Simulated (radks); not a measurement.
The iodine ion I13+, configuration [Ar] 3d10 4s2 4p5 4d5 (not the ground configuration). Method: scalar-relativistic Kohn-Sham, r2SCAN, spin-polarised, spherical densities, finite nucleus; open shells are filled with parallel spins first (spin-orbit coupling, left out, can overturn this in heavy ions); meta-GGA in the generalised Kohn-Sham scheme; Fermi nuclear charge, rms radius 4.75 fm; computed with a radial shooting solver on a logarithmic mesh with Libxc functionals.

Normalised radial functions P(r) = r R(r), r in bohr:

r	3d up	4s up	4d down
0.002603	0.0001	0.1498	0.0001
0.003336	0.0002	0.1803	0.0001
0.004274	0.0004	0.2143	0.0002
0.005521	0.0009	0.2515	0.0004
0.007075	0.0017	0.2867	0.0009
0.00914	0.0035	0.3171	0.0017
0.01171	0.0070	0.3334	0.0034
0.01501	0.0136	0.3266	0.0067
0.01939	0.0268	0.2822	0.0132
0.02484	0.0506	0.1905	0.0249
0.03209	0.0955	0.0388	0.0468
0.04113	0.1716	-0.1555	0.0839
0.0527	0.2969	-0.3623	0.1445
0.06808	0.4980	-0.5186	0.2405
0.08724	0.7753	-0.5225	0.3692
0.1127	1.1365	-0.2965	0.5272
0.1444	1.5087	0.1307	0.6667
0.1851	1.8060	0.5986	0.7236
0.239	1.9076	0.8194	0.6049
0.3063	1.7237	0.5325	0.2570
0.3957	1.2817	-0.2357	-0.3022
0.5071	0.7686	-1.0413	-0.8713
0.6498	0.3567	-1.4194	-1.2257
0.8394	0.1143	-1.1840	-1.1974
1.076	0.0249	-0.6547	-0.8507
1.389	0.0029	-0.2222	-0.4172
1.78	0.0002	-0.0452	-0.1396
2.282	0.0000	-0.0048	-0.0281

3d up: eigenvalue -888.36 eV, 0 radial nodes, <r> = 0.287 bohr, 90 % of the charge inside 0.450 bohr. 4s up: eigenvalue -442.09 eV, 3 radial nodes at r = 0.0339, 0.135, 0.369 bohr, <r> = 0.707 bohr, 90 % of the charge inside 1.01 bohr. 4d down (empty): eigenvalue -285.69 eV, 1 radial node at r = 0.347 bohr, <r> = 0.794 bohr, 90 % of the charge inside 1.17 bohr.
